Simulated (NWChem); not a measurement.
## Atomisation of C2H2F

SMILES: F[C]=C
```xyz
5

C      1.2054    -0.0264     0.0000
C     -0.0339     0.4220     0.0000
F     -1.1644    -0.2161     0.0000
H      1.4106    -1.1040     0.0000
H      2.0398     0.6757     0.0000
```
Charge 0, spin multiplicity 2.

The numbers come from NWChem runs, not from measurements. Structure: optimised with UPBE0/def2-SVP, a minimum by its harmonic frequencies.

Basis set: def2-TZVP. The atomisation energy is electronic alone: no zero-point, thermal, spin-orbit or counterpoise terms. No value is extrapolated to the basis-set limit. Free atoms are single determinants with multiplicities C 3, F 2, H 2.

The structure started from a generated list of species. The unpaired electrons of the parent sit in orbitals of symmetry a' (Cs labels of the run); other states weren't searched. The stability of the SCF solutions was not checked.

Problem. One of these methods gave an atomisation energy of 538.1 kcal/mol. Which?
(A) PBE0
(B) PBE
(C) LDA (SVWN5)
(D) BLYP

Solution. C, LDA (SVWN5). The others give 458.6 (BLYP), 475.8 (PBE), 460.1 (PBE0).
